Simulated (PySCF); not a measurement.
C4H2F2, SMILES C#C/C(F)=C\F. Geometry optimised at PBE-D3(BJ)/def2-SVP. The structure was generated by enumeration; whether it is a known compound was not checked.

Calculation: PBE-D3(BJ)/def2-SVP in PySCF.

Harmonic wavenumbers (cm⁻¹): 131, 263, 284, 304, 476, 583, 605, 630, 696, 789, 802, 1189, 1211, 1321, 1680, 2152, 3144, 3405. Rotational constants (GHz): 4.463, 3.285, 1.892; symmetry number 1.

### Question
Work out the zero-point energy and the ideal-gas rigid-rotor harmonic-oscillator thermochemistry at 298.15 K and 1 atm.

### Answer
ZPE = ½ Σ hcν = ½ × 19666 cm⁻¹ = 28.11 kcal/mol. H − E(el) = 32.39 kcal/mol. Entropy in cal/(mol K): translation 39.34, rotation 26.85, vibration 10.36, total 76.55. G − E(el) = 9.56 kcal/mol. Cp = 22.09 cal/(mol K). Modes under 150 cm⁻¹ make the vibrational entropy uncertain.
